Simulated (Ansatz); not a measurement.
Gas-phase electronic energies from Ansatz, PBE0-D4/def2-TZVP geometries. CBS: MP2 limit from def2 TZ/QZ plus the TZ coupled-cluster correction, frozen cores. Each species was taken in one conformer, which may not be the lowest.

Reaction (isomerisation): `OC1[SiH2]N[SiH2]1` → `N[SiH2]C1O[SiH2]1`

`OC1[SiH2]N[SiH2]1`:

Cartesian coordinates in Å:
```
O -2.047 -0.568 0.087
C -0.817 -0.207 -0.524
Si 0.674 -1.237 0.068
N 1.475 0.242 0.485
Si 0.157 1.303 0.127
H -2.700 0.106 -0.116
H -0.884 -0.216 -1.620
H 1.384 -2.034 -0.972
H 0.356 -2.142 1.205
H 2.405 0.423 0.820
H -0.496 1.957 1.297
H 0.491 2.374 -0.858
```

`N[SiH2]C1O[SiH2]1`:

Cartesian coordinates in Å:
```
N 0.647 2.188 -0.713
Si -0.339 1.074 0.145
C -0.297 -0.707 -0.415
O 1.032 -1.371 -0.190
Si -0.138 -2.094 0.737
H 1.649 2.100 -0.662
H 0.364 2.509 -1.625
H -1.748 1.535 0.020
H 0.112 1.075 1.562
H -0.691 -0.942 -1.407
H -0.057 -1.903 2.200
H -0.533 -3.465 0.348
```

```tsv
species	MP2/CBS(def2) energy (Eh)
`OC1[SiH2]N[SiH2]1`	-750.23895
`N[SiH2]C1O[SiH2]1`	-750.22369
```

Q: Work out ΔE.

A: ΔE = (-750.22369) − (-750.23895) = 0.01526 Eh = +9.6 kcal/mol. CCSD(T)/CBS gives +9.9 kcal/mol.

Largest T1 diagnostic among the species: 0.013.

In def2-TZVPP, CCSD(T) changes the Hartree–Fock value by −2.2 kcal/mol (the triples alone add −0.7 kcal/mol) and MP2 by −2.4 kcal/mol. From BLYP to BHLYP (50 % exact exchange), in def2-TZVPP and without D4, ΔE moves by +5.1 kcal/mol.
